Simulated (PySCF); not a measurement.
C₃H₇BFN, SMILES N1B(F)CCC1.

The structure is a stationary point at PBE0-D3(BJ)/def2-SVP. The structure was generated by enumeration, and PubChem lists no compound with its InChIKey, so it may never have been made. One conformer was computed; it need not be the lowest.

Two levels are set side by side: TDA-PBE/def2-SVPD (PySCF) and TDA-B3LYP/def2-SVPD (PySCF). Vertical, same geometry. The lowest singlet is HOMO→LUMO 99 % with PBE and HOMO→LUMO 97 % with the other functional; states are paired by order. Differences are taken from unrounded values.

| quantity | TDA-PBE |
|---|---|
| lowest singlet excitation (eV) | 6.00 |
| lowest triplet excitation (TDA) (eV) | 5.82 |
| first bright state (f over 0.05) (eV) | 7.27 |
| its oscillator strength | 0.06 |

Question: These are the TDA-PBE values. What does TDA-B3LYP give? (The exact figures need the calculation; the answer reports its results.)

Answer: 
```tsv
quantity	TDA-B3LYP	TDA-PBE minus TDA-B3LYP
lowest singlet excitation (eV)	6.47	-0.47
lowest triplet excitation (TDA) (eV)	6.26	-0.44
first bright state (f over 0.05) (eV)	7.84	-0.58
its oscillator strength	0.08	-0.02
```

Functionals without exact exchange tend to place singlet excitations lower, as here. Differences between two approximate levels are no errors against the true value.

Rough cost on one machine, each run with all the roots and properties that it gave: TDA-B3LYP against TDA-PBE within a factor of 2.
